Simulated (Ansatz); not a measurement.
Reactions of C₂H₉AlOSi, SMILES `CO[CH2][AlH][SiH3]`.

Gas-phase electronic energies from Ansatz, PBE0-D4/def2-TZVP geometries. CBS: MP2 limit from def2 TZ/QZ plus the TZ coupled-cluster correction, frozen cores. This one scheme is used for every species. Functionals use def2-TZVPP. One conformer a species, not always the lowest.

| reaction | ωB97M-V (kJ/mol) | B2PLYP (kJ/mol) |
| --- | --- | --- |
| `CO[CH2][AlH][SiH3]` + H–F → `F[CH2][AlH][SiH3]` + CH₃OH | 12 | 8 |
| `CO[CH2][AlH][SiH3]` + H₂O → `[OH][AlH][SiH3]` + dimethyl ether | -162 | -174 |
| `CO[CH2][AlH][SiH3]` + `N#CO` → `N#CO[SiH3]` + `CO[CH2][AlH2]` | -90 | -96 |
| `CO[CH2][AlH][SiH3]` + `[SiH3]CS` → `[SiH3]C([SiH3])S` + `CO[CH2][AlH2]` | -4 | 1 |

(1) Give the CCSD(T)/CBS values in the same order. (Estimate.)

Largest T1 diagnostic: 0.014, for `N#CO`.

Answers

(1) Ansatz gave: 18, -162, -88, -1 kJ/mol.
